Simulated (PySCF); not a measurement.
CH₈BNO₂Si, SMILES OB(O)N[SiH2]C. Geometry optimised at r2SCAN-D4/def2-SVP. This is a generated structure with no PubChem entry under its InChIKey; it may be hypothetical. Other conformers were not sampled.

Give the equilibrium geometry at r2SCAN-D4/def2-SVP (PySCF confirms it by a frequency run) as Cartesian coordinates in Å. (The exact figures need the calculation; the answer reports its results.)

Several could match; the one computed here: 
```xyz
14

Si    -1.1740     0.9031     0.2294
C     -2.4790    -0.4389     0.1762
N      0.4055     0.3158     0.6934
B      1.3451    -0.3578    -0.1728
O      2.4573    -1.0076     0.2955
O      1.1669    -0.4008    -1.5305
H     -1.5709     1.9812     1.1844
H     -1.0442     1.4917    -1.1447
H     -2.6196    -0.8988     1.1676
H     -2.1805    -1.2352    -0.5250
H     -3.4516    -0.0396    -0.1553
H      0.6351     0.3693     1.6821
H      2.5126    -1.0235     1.2556
H      0.4720     0.1902    -1.8431
```
